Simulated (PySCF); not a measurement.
Curvature of the energy in the electron number along group 16, charge +1

Calculated with PySCF 2.14, in x2c-TZVPall, spin-free X2C: one orbital is emptied in steps, and each cell gives the departure of E from the straight line at half an electron, in eV (from a cubic fit). The exact functional gives zero.

```json
{"species": "O⁺", "orbital": "2p alpha", "LDA": "-2.32", "PBE": "-2.24", "r2SCAN": "-2.01", "PBE0": "-1.59", "BHandHLYP": "-0.94", "LC-wPBE": "-0.91", "wB97X": "-0.93", "UHF": "0.38"}
{"species": "S⁺", "orbital": "3p alpha", "LDA": "-1.39", "PBE": "-1.35", "r2SCAN": "-1.23", "PBE0": "-0.97", "BHandHLYP": "-0.60", "LC-wPBE": "-0.24", "wB97X": "-0.33", "UHF": "0.18"}
{"species": "Se⁺", "orbital": "4p alpha", "LDA": "-1.27", "PBE": "-1.23", "r2SCAN": "-1.14", "PBE0": "-0.88", "BHandHLYP": "-0.57", "LC-wPBE": "-0.17", "wB97X": "-0.25", "UHF": "0.14"}
{"species": "Te⁺", "orbital": "5p alpha", "LDA": "-1.09", "PBE": "-1.05", "r2SCAN": "-0.98", "PBE0": "-0.76", "BHandHLYP": "-0.49", "LC-wPBE": "-0.09", "wB97X": "-0.17", "UHF": "0.12"}
```

Task: How does the mean departure depend on the functional?

Result: LDA -1.52 eV; PBE -1.47 eV; r2SCAN -1.34 eV; PBE0 -1.05 eV; BHandHLYP -0.65 eV; LC-wPBE -0.35 eV; wB97X -0.42 eV; UHF 0.21 eV. Semilocal functionals are convex (delocalisation error), Hartree-Fock is concave or straight, and exact exchange removes curvature roughly in proportion to its share, so among the functionals the range-separated hybrids usually come closest to zero.

No spin-orbit coupling is included.
